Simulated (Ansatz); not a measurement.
Species: ZrH₂, charge 0, multiplicity 1. This is an excited singlet: at this geometry the triplet lies 0.18 eV lower at CCSD(T)/CBS(def2-TZVPPD,def2-QZVPPD). 
Geometry from a B3LYP-D3(BJ)/def2-TZVP (Ansatz, a quantum-chemistry and plane-wave program) optimisation:
SMILES: [ZrH2]
```xyz
3

Zr     0.0018     0.0025    -0.0440
H      1.5340    -0.0629     0.9423
H     -1.6052    -0.0361     0.8168
```
Charge 0, spin multiplicity 1.

Total electronic energies in hartree. Correlated levels leave the core frozen unless marked. Spin-orbit coupling is left out. Frozen are the shells of the preceding noble gas and the d and f shells that filled before the atom's block. Past Kr the def2 sets carry scalar-relativistic core potentials. CBS marks a two-point X^-3 extrapolation of the correlation energy; Hartree-Fock from the larger set.

The Hartree-Fock reference is unstable (checked in the largest basis), which strains HF and MP2. The T1 diagnostic of CCSD in the largest basis is 0.027, which is high, so the coupled-cluster rows are less sure than usual.

```csv
level,program,energy (Eh)
HF/def2-SVP,Ansatz,-47.54805
BLYP-D4/def2-TZVPD,Ansatz + dftd4,-48.07277
BHLYP-D4/def2-TZVPD,Ansatz + dftd4,?
wB97M-V/def2-TZVPD,Ansatz,-48.00563
B2PLYP-D4/def2-TZVPD,Ansatz + dftd4,-47.93229
RI-MP2/def2-TZVPP,Ansatz,-47.66638
SCS-MP2/def2-QZVPP,Ansatz,-47.68580
CCSD/def2-QZVPPD,Ansatz,-47.70150
"CCSD(T)/CBS(def2-TZVPPD,def2-QZVPPD)",Ansatz,-47.7107
```

Q: What belongs in the gaps?

A: 
- BHLYP-D4/def2-TZVPD, energy (Eh): -48.01061
